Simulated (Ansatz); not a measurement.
`[CH3][GeH]([CH3])[SiH3]` → `C[SiH2][CH2][GeH3]`  (isomerisation)

Isolated molecules relaxed with PBE0-D4/def2-TZVP in Ansatz; ΔE leaves out vibrations. CCSD(T)/CBS is the MP2 limit (def2-TZVPP, def2-QZVPP) plus CCSD(T) − MP2 in def2-TZVPP, frozen cores. DFT in def2-TZVPP. For Ge outer-core shells are correlated without core-valence functions, which leaves a few kJ/mol of doubt a bond. Scalar relativity is left out up to krypton. One conformer a species, not always the lowest.

```json
{"level": "r2SCAN-D4", "ΔE (kJ/mol)": "2.3"}
{"level": "HF/CBS(def2)", "ΔE (kJ/mol)": "-5.1"}
```

(1) What does CCSD(T)/CBS give? (Best estimate.)

Largest T1 diagnostic among the species: 0.011.

Results:

(1) Ansatz gave: +0.5 kJ/mol. The listed levels differ from it by 1.8, -5.6 kJ/mol.

From PBE to PBE0 (25 % exact exchange), in def2-TZVPP and without D4, ΔE moves by −4.0 kJ/mol. In def2-TZVPP, CCSD(T) changes the Hartree–Fock value by +6.7 kJ/mol (the triples alone add +0.5 kJ/mol) and MP2 by +4.2 kJ/mol.
